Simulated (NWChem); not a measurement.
System: C$_{5}$H$_{5}$N; SMILES C=C/C=C/C#N

NWChem printed, in part:

```
             Northwest Computational Chemistry Package (NWChem) 7.3.0
             --------------------------------------------------------

 CS  symmetry detected

                             Geometry "geometry" -> ""
                             -------------------------

 Output coordinates in angstroms (scale by  1.889725989 to convert to a.u.)

  No.       Tag          Charge          X              Y              Z
 ---- ---------------- ---------- -------------- -------------- --------------
    1 C                    6.0000     0.41584724    -2.85076319     0.00000000
    2 C                    6.0000    -0.35383985    -1.75073234     0.00000000
    3 C                    6.0000     0.18154364    -0.40284854     0.00000000
    4 C                    6.0000    -0.58737208     0.70894748     0.00000000
    5 C                    6.0000    -0.04406859     2.02558705     0.00000000
    6 N                    7.0000     0.38375006     3.10899378     0.00000000
    7 H                    1.0000     1.50138772    -2.78572836     0.00000000
    8 H                    1.0000    -0.01363276    -3.84768129     0.00000000
    9 H                    1.0000    -1.43886793    -1.84883606     0.00000000
   10 H                    1.0000     1.26506211    -0.29753416     0.00000000
   11 H                    1.0000    -1.67286172     0.63568066     0.00000000

 Effective nuclear repulsion energy (a.u.)     177.7048521341

      Symmetry information
      --------------------

 Group name             Cs
 Group number              2
 Group order               2
 No. of unique centers    11

                                 NWChem DFT Module
                                 -----------------

 Summary of "ao basis" -> "ao basis" (spherical)
 ------------------------------------------------------------------------------
       Tag                 Description            Shells   Functions and Types
 ---------------- ------------------------------  ------  ---------------------
 C                          def2-svp                 6       14   3s2p1d
 N                          def2-svp                 6       14   3s2p1d
 H                          def2-svp                 3        5   2s1p

      Symmetry analysis of basis
      --------------------------

        a'         80
        a"         29

            General Information
            -------------------
          SCF calculation type: DFT
          Wavefunction type:  closed shell.
          No. of atoms     :    11
          No. of electrons :    42
           Alpha electrons :    21
            Beta electrons :    21
          Charge           :     0
          Spin multiplicity:     1
          Use of symmetry is: on ; symmetry adaption is: on
          Maximum number of iterations: 150
          AO basis - number of functions:   109
                     number of shells:    51
          Convergence on energy requested:  1.00D-06
          Convergence on density requested:  1.00D-05
          Convergence on gradient requested:  5.00D-04

              XC Information
              --------------
                       M06-2X Method XC Functional
                     Hartree-Fock (Exact) Exchange  0.540
                        M06-2X Exchange Functional  1.000
                      M06-2X Correlation Potential  1.000

             Grid Information
             ----------------
          Grid used for XC integration:  medium
          Radial quadrature: Mura-Knowles
          Angular quadrature: Lebedev.
          Tag              B.-S. Rad. Rad. Pts. Rad. Cut. Ang. Pts.
          ---              ---------- --------- --------- ---------
          C                   0.70       49          13.0       434
          N                   0.65       49          14.0       434
          H                   0.35       45          13.0       434
          Grid pruning is: on
          Number of quadrature shells:   519
          Spatial weights used:  Erf1

      Superposition of Atomic Density Guess
      -------------------------------------

 Sum of atomic energies:        -244.86462929

      Non-variational initial energy
      ------------------------------

 Total energy =    -248.349300
 1-e energy   =    -679.833059
 2-e energy   =     253.778907
 HOMO         =      -0.283859
 LUMO         =      -0.081560

      Symmetry analysis of molecular orbitals - initial
      -------------------------------------------------

  Numbering of irreducible representations:

     1 a'          2 a"

  Orbital symmetries:

     1 a'          2 a'          3 a'          4 a'          5 a'
     6 a'          7 a'          8 a'          9 a'         10 a'
    11 a'         12 a'         13 a'         14 a'         15 a'
    16 a"         17 a'         18 a'         19 a'         20 a"
    21 a"         22 a"         23 a'         24 a"         25 a'
    26 a'         27 a"         28 a'         29 a'         30 a'
    31 a'

     ---------------------------------------------
      Total Density - Mulliken Population Analysis
     ---------------------------------------------

    Atom       Charge   Shell Charges
 -----------   ------   -------------------------------------------------------
    1 C    6     6.12   1.99  0.97  0.26  1.95  0.93  0.03
    2 C    6     6.10   1.99  0.97  0.26  1.95  0.89  0.04
    3 C    6     5.97   1.99  0.97  0.26  1.88  0.83  0.04
    4 C    6     6.14   1.99  0.95  0.26  1.94  0.96  0.03
    5 C    6     5.61   1.99  0.99  0.21  1.66  0.70  0.06
    6 N    7     7.55   1.99  1.13  0.56  2.38  1.46  0.03
    7 H    1     0.90   0.67  0.21  0.03
    8 H    1     0.90   0.67  0.20  0.03
    9 H    1     0.92   0.68  0.21  0.02
   10 H    1     0.92   0.68  0.22  0.02
   11 H    1     0.88   0.66  0.20  0.02

[...]
```

Level: M06-2X/def2-SVP. Coordinates come from a B3LYP/6-31G* (spherical d) optimisation.

### Question
Which NWChem input produces such a log?

### Answer
Several could match; the one computed here: the input that was run:
```
start job
memory heap 200 mb stack 900 mb global 1100 mb
geometry units angstroms noautoz
  C      0.415487    -2.841877     0.000000
  C     -0.353954    -1.741674     0.000000
  C      0.181731    -0.393910     0.000000
  C     -0.586936     0.718058     0.000000
  C     -0.043338     2.034576     0.000000
  N      0.384723     3.117887     0.000000
  H      1.501042    -2.777085     0.000000
  H     -0.014216    -3.838699     0.000000
  H     -1.439004    -1.839535     0.000000
  H      1.265273    -0.288838     0.000000
  H     -1.672442     0.645034     0.000000
end
basis spherical
  C library def2-svp
  N library def2-svp
  H library def2-svp
end
dft
  xc m06-2x
  iterations 150
  mulliken
end
task dft energy
```
